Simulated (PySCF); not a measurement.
GeI₂, neutral, multiplicity 1. Atoms are numbered in the order given.

```xyz
3

Ge     0.0000     0.0000     1.2386
I      0.0000     2.0243    -0.3739
I      0.0000    -2.0243    -0.3739
```

Geometry: B3LYP-D3(BJ)/def2-SVP. The isomer is the one that the SMILES or the coordinates give; other isomers of the formula were not compared. The def2 effective core potentials stand for the cores of I; spin–orbit coupling is left out.

Computed with r2SCAN/def2-TZVPD (PySCF).

Gas-phase values at a fixed geometry.

Problem. Estimate the frontier levels, gap, dipole moment and polarisability. (An estimate is asked for; the answer gives what the named calculation found.)

Solution. 
```json
{
  "highest_occupied_level": "-6.61 eV",
  "lowest_empty_level": "-4.06 eV",
  "orbital_gap": "2.55 eV",
  "dipole_moment": "1.37 D",
  "quadrupole, principal values (traceless, Buckingham form, about the centre of nuclear charge)": "-3.91, 1.48, 2.43 D·Å",
  "mean_static_polarisability": "113.5 bohr³ (16.81 Å³)",
  "polarisability_principal_values": "77.4, 103.6, 159.4 bohr³"
}
```
